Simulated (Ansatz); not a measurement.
`[OH][Ta]([Cl])([Cl])([Cl])[Cl]`, charge 0, multiplicity 1.

Problem. Give a relaxed structure at PBE0-D4/def2-TZVP (Ansatz). (Best estimate.)

Solution. The calculation gave: 
Cartesian coordinates in Å:
```
O -0.472 -1.444 0.224
Ta 0.100 0.302 -0.049
Cl -1.918 0.845 -0.987
Cl 0.428 0.573 2.202
Cl 0.815 2.499 -0.387
Cl 1.815 -0.434 -1.375
H -0.768 -2.340 0.372
```
Point group C3v.
